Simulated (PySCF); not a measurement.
## Computed spin Hamiltonian

C4H11Si (doublet state).
Numbering: `[CH3:1][CH2:2][Si:3]([CH3:4])[CH3:5]` (hydrogens: H6, H7, H8 on C1; H9, H10 on C2; H11, H12, H13 on C4; H14, H15, H16 on C5)

Geometry (GFN2-xTB, Å), atoms numbered from 1 in this order:
```
atom  x, y, z in Å
C1     1.845    0.080    0.525
C2     1.240   -0.249   -0.838
Si3   -0.675   -0.187   -0.822
C4    -1.394   -1.462    0.403
C5    -1.303    1.555   -0.361
H6     1.507   -0.630    1.278
H7     1.559    1.081    0.843
H8     2.933    0.037    0.484
H9     1.578   -1.241   -1.145
H10    1.629    0.454   -1.576
H11   -2.479   -1.474    0.365
H12   -1.045   -2.468    0.187
H13   -1.104   -1.224    1.425
H14   -1.007    1.817    0.655
H15   -0.907    2.315   -1.027
H16   -2.386    1.607   -0.408
```

The hyperfine couplings belong to this conformer and change with its torsions.

Method used: UKS B3LYP, pcH-1 on C H Si, non-relativistic, mean-field spin-orbit, GIAO in PySCF 2.14.0. Geometry: GFN2-xTB, one conformer, isolated molecule. The geometry wasn't refined by DFT: couplings that depend on bond lengths, twists or pyramidal angles can differ widely from those at the functional's own minimum, by a factor of two or more for some ions and for spin on atoms past the first row. No stability test was run, so a lower SCF solution isn't excluded.

| Quantity | Value |
| --- | --- |
| g1, g2, g3 | 2.00211, 2.00395, 2.00401 |
| g_iso | 2.00336 |
| Form of g | close to axial: the two nearest values differ by 3 % of g3 − g1 |
| ⟨S²⟩ | 0.7512 (exact 0.7500) |
| α and β electrons | 25, 24 |
| Total energy | -448.55394 Eh |
| Basis functions | 245 |

Hyperfine couplings atom by atom, in mT; T1 to T3 are the principal values of the dipolar part; ρ(0) is the spin density at the nucleus (MHz turned into mT with g_iso):

| atom | isotope | a_iso | of which spin–orbit | T1 | T2 | T3 | Mulliken spin population | ρ(0) (bohr⁻³) |
| --- | --- | --- | --- | --- | --- | --- | --- | --- |
| C1 | 13C | 0.95 | 0.00 | -0.09 | -0.09 | 0.18 | 0.02 | 0.0237 |
| C2 | 13C | 1.18 | 0.00 | -0.16 | -0.16 | 0.32 | 0.00 | 0.0293 |
| Si3 | 29Si | -16.82 | 0.03 | -5.93 | 2.96 | 2.97 | 0.95 | 0.5319 |
| C4 | 13C | 1.12 | 0.00 | -0.14 | -0.13 | 0.28 | 0.00 | 0.0280 |
| C5 | 13C | 1.12 | 0.00 | -0.14 | -0.13 | 0.28 | 0.00 | 0.0280 |
| H6 | 1H | -0.01 | 0.00 | -0.09 | -0.03 | 0.12 | 0.00 | -0.0001 |
| H7 | 1H | -0.01 | 0.00 | -0.09 | -0.03 | 0.12 | 0.00 | -0.0001 |
| H8 | 1H | 0.61 | 0.00 | -0.07 | -0.02 | 0.09 | 0.01 | 0.0038 |
| H9 | 1H | -0.01 | 0.00 | -0.16 | -0.09 | 0.25 | 0.00 | 0.0000 |
| H10 | 1H | 0.00 | 0.00 | -0.16 | -0.09 | 0.25 | 0.00 | 0.0000 |
| H11 | 1H | 0.12 | 0.00 | -0.15 | -0.09 | 0.25 | 0.00 | 0.0007 |
| H12 | 1H | 0.02 | 0.00 | -0.15 | -0.09 | 0.24 | 0.00 | 0.0001 |
| H13 | 1H | 1.95 | 0.00 | -0.14 | -0.01 | 0.14 | 0.03 | 0.0122 |
| H14 | 1H | 1.95 | 0.00 | -0.14 | -0.01 | 0.14 | 0.03 | 0.0122 |
| H15 | 1H | 0.03 | 0.00 | -0.15 | -0.09 | 0.24 | 0.00 | 0.0002 |
| H16 | 1H | 0.11 | 0.00 | -0.15 | -0.09 | 0.25 | 0.00 | 0.0007 |

The largest Mulliken spin population is on Si3 (+0.95). The angles at Si3 add up to 331.6°, so it is pyramidal.

Under fast tumbling the dipolar parts average out, and these isotropic splittings remain: 6 × 1H (H11 (×6), I = 1/2, 7 lines) with 0.70 mT and 3 × 1H (H6/H7/H8, I = 1/2, 4 lines) with 0.19 mT.

Nuclei that the bonding pattern makes equivalent are averaged, as if the motion that swaps them (rotation, inversion, ring flip) were fast. The six 1H nuclei of mean +19.5 MHz run from 0.6 to 54.7 MHz in the frozen geometry. The three 1H nuclei of mean +5.4 MHz run from -0.3 to 17.0 MHz in the frozen geometry.

The 13C coupling of C2 (33.0 MHz) shows only in satellite lines or after enrichment, since that isotope makes up about 1.07 % of natural carbon.

The 29Si coupling of Si3 (-471.7 MHz) shows only in satellite lines or after enrichment, since that isotope makes up about 4.7 % of natural silicon.

Hardware: one thread, Arm Neoverse V2 (aarch64), no GPU (shared host). Cost: 49 s wall (with the writing of density and orbital grids), 0.87 GiB resident at most.
